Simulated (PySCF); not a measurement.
Group charges in `F/C=C/[CH2][AlH2]`

Compound: C3H6AlF.
Atom-mapped SMILES: `[F:1]/[CH:2]=[CH:3]/[CH2:4][AlH2:5]` (hydrogens: H6 on C2; H7 on C3; H8, H9 on C4; H10, H11 on Al5)

Structure used (PBE0-D3(BJ)/def2-SVP), in Å, numbered top down from 1:
```xyz
11
C3H6AlF angstrom
F      2.1179    1.1296    1.0309
C      1.2238    0.7782    0.1139
C      0.7333   -0.4808    0.0538
C     -0.3639   -0.9265   -0.8352
Al    -1.4149    0.2243    0.3957
H      1.0128    1.5747   -0.6076
H      1.0804   -1.1573    0.8452
H     -0.3281   -0.5069   -1.8494
H     -0.4923   -2.0130   -0.8514
H     -1.8334   -0.2986    1.8334
H     -1.7302    1.6798   -0.1536
```

Atomic charges (e) from the PBE0/pcSseg-1 density (PySCF):

| atom | Mulliken | IAO | Hirshfeld | ESP-fitted |
| --- | --- | --- | --- | --- |
| F1 | -0.2597 | -0.2570 | -0.0758 | -0.1341 |
| C2 | +0.1935 | +0.1242 | +0.0511 | -0.0980 |
| C3 | -0.3350 | -0.1976 | -0.0553 | +0.0122 |
| C4 | -0.4453 | -0.5989 | -0.2082 | -0.6955 |
| Al5 | +0.6850 | +0.6605 | +0.4081 | +0.7174 |
| H6 | +0.1298 | +0.1634 | +0.0650 | +0.1986 |
| H7 | +0.1558 | +0.1757 | +0.0649 | +0.1478 |
| H8 | +0.1569 | +0.1591 | +0.0426 | +0.1906 |
| H9 | +0.1537 | +0.1606 | +0.0448 | +0.1990 |
| H10 | -0.2138 | -0.1944 | -0.1691 | -0.2674 |
| H11 | -0.2209 | -0.1956 | -0.1679 | -0.2705 |

Problem. Cut each of the bonds C2–C3, C3–C4 and Al5–C4 in turn and sum the charges on the side of the atom named first.

Solution. In e; the other side holds the opposite charge:

| bond cut | piece | atoms | Mulliken | IAO | Hirshfeld | ESP-fitted |
| --- | --- | --- | --- | --- | --- | --- |
| C2–C3 | CHF | 3 | +0.064 | +0.031 | +0.040 | -0.034 |
| C3–C4 | C2H2F | 5 | -0.116 | +0.009 | +0.050 | +0.126 |
| Al5–C4 | AlH2 | 3 | +0.250 | +0.270 | +0.071 | +0.179 |

Extremes among these pieces. Mulliken: lowest C2H2F at C3, highest AlH2 at Al5; IAO: lowest C2H2F at C3, highest AlH2 at Al5; Hirshfeld: lowest CHF at C2, highest AlH2 at Al5; ESP-fitted: lowest CHF at C2, highest AlH2 at Al5.

Problem. Do the schemes agree better on the pieces than on the single atoms at the cuts?

Solution. The spread between schemes averages 0.180 e for the pieces and 0.316 e for the atoms named first; it is smaller for the piece at 3 of the 3 cuts. On average they agree better on the pieces. The sign differs between schemes (beyond ±0.03 e) for CHF at C2 and C2H2F at C3.

One conformer (not necessarily the lowest) at the PBE0-D3(BJ)/def2-SVP geometry, without solvent, vibrations or thermal averaging.
